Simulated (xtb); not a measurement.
BI3 (SMILES IB(I)I), singlet, from a rough starting geometry; GFN2-xTB (xtb).

Here is a job for xtb.
```
$ xtb mol.xyz --gfn 2 --opt vtight --json

# file mol.xyz
4

B     -0.01709882     0.02959422    -0.01013673
I      1.98539677    -0.35041348    -0.57226063
I     -0.74793692    -0.87299471     1.78297392
I     -1.30689285     1.26596238    -1.18239887
```

What the program printed (banner, timings and long lists left out):

```
   ID    Z sym.   atoms
    1    5 B      1
    2   53 I      2-4

           -------------------------------------------------
          |                Calculation Setup                |
           -------------------------------------------------

           -------------------------------------------------
          |                 G F N 2 - x T B                 |
           -------------------------------------------------

          ...................................................
          :                      SETUP                      :
          :.................................................:
          :  # basis functions                  34          :
          :  # atomic orbitals                  31          :
          :  # shells                           11          :
          :  # electrons                        24          :
          :  max. iterations                   250          :
          :  Hamiltonian                  GFN2-xTB          :
          :  restarted?                      false          :
          :  GBSA solvation                  false          :
          :  PC potential                    false          :
          :  electronic temp.          300.0000000     K    :
          :  accuracy                    1.0000000          :
          :  -> integral cutoff          0.2500000E+02      :
          :  -> integral neglect         0.1000000E-07      :
          :  -> SCF convergence          0.1000000E-05 Eh   :
          :  -> wf. convergence          0.1000000E-03 e    :
          :  Broyden damping             0.4000000          :
          :  net charge                          0          :
          :  unpaired electrons                  0          :
          ...................................................

 iter      E             dE          RMSdq      gap      omega  full diag
   1    -12.2492078 -0.122492E+02  0.112E+01    5.86       0.0  T
   2    -11.6295917  0.619616E+00  0.247E+01    1.21       1.0  T
   3    -12.3789226 -0.749331E+00  0.159E+01    1.79       1.0  T
   4    -12.7697429 -0.390820E+00  0.550E+00    3.08       1.0  T
   5    -12.7588672  0.108757E-01  0.432E+00    3.02       1.0  T
   6    -12.7699050 -0.110379E-01  0.103E+00    3.50       1.0  T
   7    -12.7679080  0.199699E-02  0.138E+00    3.13       1.0  T
   8    -12.7742736 -0.636554E-02  0.440E-01    3.34       1.0  T
   9    -12.7743108 -0.372150E-04  0.153E-01    3.34       1.0  T
[...]
         :: total energy             -12.749934440101 Eh    ::
 * total energy  :   -12.7499344 Eh     change       -0.5085710E-11 Eh
 * total energy  :   -12.7497079 Eh     change        0.2265323E-03 Eh
 * total energy  :   -12.7505017 Eh     change       -0.7938252E-03 Eh
 * total energy  :   -12.7503385 Eh     change        0.1632462E-03 Eh
 * total energy  :   -12.7506475 Eh     change       -0.3089853E-03 Eh
 * total energy  :   -12.7505297 Eh     change        0.1178122E-03 Eh
 * total energy  :   -12.7506400 Eh     change       -0.1102980E-03 Eh
 * total energy  :   -12.7506504 Eh     change       -0.1047188E-04 Eh
 * total energy  :   -12.7506537 Eh     change       -0.3303255E-05 Eh
 * total energy  :   -12.7506537 Eh     change       -0.2447329E-08 Eh
   *** GEOMETRY OPTIMIZATION CONVERGED AFTER 10 ITERATIONS ***
         :: total energy             -12.750653735560 Eh    ::
[...]
        22                         -0.0114851              -0.3125
        23                         -0.0096516              -0.2626
       ...                                ...                  ...
        31                          0.9250071              25.1707
      -------------------------------------------------------------
                  HL-Gap            0.1258367 Eh            3.4242 eV
             Fermi-level           -0.3780948 Eh          -10.2885 eV

     #   Z          covCN         q      C6AA      α(0)
     1   5 B        2.664     0.360    16.407     6.816
     2  53 I        1.568    -0.120   380.841    33.688
     3  53 I        1.568    -0.120   380.840    33.688
     4  53 I        1.568    -0.120   380.842    33.688

 Mol. C6AA /au·bohr⁶  :       3917.965066
 Mol. C8AA /au·bohr⁸  :     344149.190629
 Mol. α(0) /au        :        107.880599

Wiberg/Mayer (AO) data.
largest (>0.10) Wiberg bond orders for each atom

 ---------------------------------------------------------------------------
     #   Z sym  total        # sym  WBO       # sym  WBO       # sym  WBO
 ---------------------------------------------------------------------------
     1   5 B    3.474 --     3 I    1.158     2 I    1.158     4 I    1.158
     2  53 I    1.230 --     1 B    1.158
     3  53 I    1.230 --     1 B    1.158
     4  53 I    1.230 --     1 B    1.158
 ---------------------------------------------------------------------------

Topologies differ in total number of bonds
Writing topology from bond orders to xtbtopo.mol

molecular dipole:
                 x           y           z       tot (Debye)
 q only:        0.001       0.002       0.001
   full:        0.002       0.005       0.004       0.017
molecular quadrupole (traceless):
                xx          xy          yy          xz          yz          zz
 q only:       -1.052       1.015       1.315       0.661       1.786      -0.263
  q+dip:       -4.656       4.493       5.823       2.927       7.909      -1.167
   full:       -4.532       4.374       5.668       2.849       7.699      -1.136

optimized geometry written to: xtbopt.xyz

           -------------------------------------------------
          | TOTAL ENERGY              -12.750653735560 Eh   |
          | GRADIENT NORM               0.000277682709 Eh/α |
          | HOMO-LUMO GAP               3.424190699430 eV   |
           -------------------------------------------------

normal termination of xtb
```
